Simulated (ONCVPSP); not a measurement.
## nickel (Ni) ONCV: all-electron and pseudo phase curves

nickel, optimised norm-conserving Vanderbilt (ONCV), made with ONCVPSP 4.0.1 (PBEsol, scalar-relativistic). Core [Ar], reference 3d8 4s0.5 (charge +1.5). Waves: 4s: rc 1.70 bohr, ncon 5, nbas 9, qcut 3.3 1/bohr, 3 projectors, debl 3.3 Ha; p scattering state at 0.44 Ha: rc 1.85 bohr, ncon 4, nbas 7, qcut 4.4 1/bohr, 2 projectors, debl 1.8 Ha; 3d: rc 1.45 bohr, ncon 4, nbas 8, qcut 11.3 1/bohr, local. Local part: the d channel. Core correction: Teter function, fcfact 5.5, rcfact 1.4.

In the p channel the program set the typed energies aside and used 0.050, 1.850 Ha.

The phase is arctan(r·R′/R) of the radial function R(r), unwrapped; energies in Ha, scanned from -2 to 5 Ha. A pole is an energy at which the radial function vanishes at the test radius. The pseudo phase is shifted by a multiple of π to meet the all-electron one at the reference energy, and phase errors are pseudo minus all-electron; the curves can meet again beyond the range given. Levels narrower than the energy grid can be missing from the lists of poles. Where the grid stepped over a known ghost or core level, its pole and its step of π were put in at the level’s energy.

```
channel  radius (bohr)  reference energy (Ha)  poles, all-electron  poles, pseudo  unbroken range about the reference energy with phases within 0.05 rad  phase error 1 Ha above the reference energy (rad)
      s           1.73                  -0.63                 3.00    -1.00, 3.00                                                             above -1.0                                             +0.000
      p           1.88                   0.05                 2.76     1.11, 2.78                                                              below 1.1                                             -0.016
      d           1.47                  -0.85                -0.29          -0.23                                                            -1.2 to 0.1                                             +0.051
```

Note: ghosts flagged at negative energy: s at -124.1 eV, s at -27.2 eV; GHOST(+) flagged for p at 30.8 eV. A true bound ghost makes a file unfit for plane-wave use.

Phases in the s channel:

```tsv
E (Ha)	all-electron	pseudo
-1.98	0.986	4.123
-1.80	0.918	4.055
-1.62	0.832	3.969
-1.44	0.721	3.858
-1.26	0.577	3.713
-1.08	0.390	3.521
-0.90	0.158	0.161
-0.72	-0.108	-0.108
-0.54	-0.374	-0.374
-0.36	-0.609	-0.609
-0.18	-0.798	-0.798
0.00	-0.945	-0.944
0.18	-1.057	-1.057
0.36	-1.145	-1.144
0.54	-1.214	-1.214
0.72	-1.270	-1.269
0.90	-1.315	-1.315
1.08	-1.354	-1.354
1.26	-1.387	-1.387
1.44	-1.415	-1.415
1.62	-1.440	-1.440
1.80	-1.462	-1.462
1.98	-1.482	-1.482
2.16	-1.500	-1.500
2.34	-1.517	-1.517
2.52	-1.533	-1.533
2.70	-1.547	-1.547
2.88	-1.561	-1.561
3.06	-1.575	-1.575
3.24	-1.588	-1.588
3.42	-1.601	-1.601
3.60	-1.614	-1.614
3.78	-1.627	-1.627
3.96	-1.640	-1.640
4.14	-1.653	-1.653
4.32	-1.667	-1.667
4.50	-1.682	-1.682
4.68	-1.698	-1.698
4.86	-1.715	-1.715
```
